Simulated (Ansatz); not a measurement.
Ansatz (a program for electronic structure) input (MP2/6-31G*):

Ansatz 0.2 input:
```yaml
crystal:
  periodic: [false, false, false]
  atoms:
    - {symbol: S, position_ang: [0.06884900, -0.00016800, 0.00091100]}
    - {symbol: H, position_ang: [-1.27690000, 0.00311200, -0.01690300]}
    - {symbol: H, position_ang: [0.04728800, 1.48098900, 0.01190100]}
    - {symbol: H, position_ang: [0.04036900, -1.48120300, -0.01074000]}
    - {symbol: H, position_ang: [0.02419600, -0.01138000, 1.48155000]}
    - {symbol: H, position_ang: [0.06346100, 0.01116700, -1.48039000]}
basis:
  gaussian:
    orbitals: 6-31G*
magnetization: {spin_polarized: true, initial_magnetization: 1}
correlation: {method: mp2, electrons: outside_noble_gas}
relax: {f_tol: 0.003, max_steps: 120}
```

From the output:

```
mean field evaluation 32: about -10887.9610 eV, gradient 1.5e-3 eV
mean field -10887.96098878 eV, -400.1251862125 hartree, gradient 3.0e-6 eV, S^2 0.765775; 0 other end points of the search recorded, 0 dependent functions left out
5 core orbitals not correlated
reference -10887.96098878 eV, -400.1251862125 hartree; 6, 5 occupied and 18, 19 virtual orbitals, 356 factors
densities: 0.05 GiB planned
second order -4.06097198 eV of doubles, -0.00000000 eV of singles
the calculation of the forces begins
relax step   3: F+E_penalty+E_count = -10892.02196075 eV  Δ(F+E_penalty+E_count) = -1.249e-3 eV  max|allowed force component| = 4.564e-2 eV/Å  Δτ_max = 0.0065 Å  (36 SCF iters, accepted)
these checks for a lower state are left out or cut short: starts, cluster_reference, orbital_swaps, neighbouring_geometries, increment
integrals: 0.00 GiB planned
356 factors; integrals over basis functions are off by at most 6.9e-4 eV
mean field: 0.06 GiB planned
mean field -10887.95982945 eV, -400.1251436081 hartree, gradient 1.8e-6 eV, S^2 0.765706; 0 other end points of the search recorded, 0 dependent functions left out
5 core orbitals not correlated
reference -10887.95982945 eV, -400.1251436081 hartree; 6, 5 occupied and 18, 19 virtual orbitals, 356 factors
densities: 0.05 GiB planned
second order -4.06214233 eV of doubles, -0.00000000 eV of singles
the calculation of the forces begins
relax step   4: F+E_penalty+E_count = -10892.02197178 eV  Δ(F+E_penalty+E_count) = -1.103e-5 eV  max|allowed force component| = 3.329e-2 eV/Å  Δτ_max = 0.0021 Å  (33 SCF iters, accepted)
these checks for a lower state are left out or cut short: starts, cluster_reference, orbital_swaps, neighbouring_geometries, increment
integrals: 0.00 GiB planned
356 factors; integrals over basis functions are off by at most 6.8e-4 eV
mean field: 0.06 GiB planned
mean field -10887.96060929 eV, -400.1251722667 hartree, gradient 1.5e-6 eV, S^2 0.765723; 0 other end points of the search recorded, 0 dependent functions left out
5 core orbitals not correlated
reference -10887.96060929 eV, -400.1251722667 hartree; 6, 5 occupied and 18, 19 virtual orbitals, 356 factors
densities: 0.05 GiB planned
second order -4.06138562 eV of doubles, -0.00000000 eV of singles
the calculation of the forces begins
relax step   5: F+E_penalty+E_count = -10892.02199491 eV  Δ(F+E_penalty+E_count) = -2.313e-5 eV  max|allowed force component| = 2.922e-5 eV/Å  Δτ_max = 0.0012 Å  (34 SCF iters, accepted)
these checks for a lower state are left out or cut short: cluster_reference
integrals: 0.00 GiB planned
356 factors; integrals over basis functions are off by at most 6.8e-4 eV
mean field: 0.06 GiB planned
mean field evaluation 64: about -10887.9478 eV, gradient 6.3e-1 eV
mean field -10887.96060929 eV, -400.1251722667 hartree, gradient 1.5e-6 eV, S^2 0.765723; 1 other end points of the search recorded, 0 dependent functions left out
5 core orbitals not correlated
reference -10887.96060929 eV, -400.1251722667 hartree; 6, 5 occupied and 18, 19 virtual orbitals, 356 factors
densities: 0.05 GiB planned
second order -4.06138562 eV of doubles, -0.00000000 eV of singles
the calculation of the forces begins
Total energy: -10892.02199491 eV, -400.2744254353 hartree
Atom 0 at     0.062568    -0.000153     0.000828 Å, force    -0.000001     0.000000    -0.000000 eV/Å
Atom 1 at    -1.285730     0.003134    -0.017020 Å, force     0.000014    -0.000000     0.000000 eV/Å
Atom 2 at     0.051036     1.468128     0.011853 Å, force    -0.000003     0.000029     0.000000 eV/Å
Atom 3 at     0.044177    -1.468361    -0.010592 Å, force    -0.000003    -0.000029    -0.000000 eV/Å
Atom 4 at     0.028144    -0.011291     1.468750 Å, force    -0.000004    -0.000000     0.000029 eV/Å
Atom 5 at     0.067068     0.011060    -1.467490 Å, force    -0.000003     0.000000    -0.000029 eV/Å
Dipole moment:    -0.184076     0.000449    -0.002437 e Å
Checks for a lower state left out: cluster_reference
```

The geometry given is a B3LYP-D3(BJ)/def2-TZVP minimum.
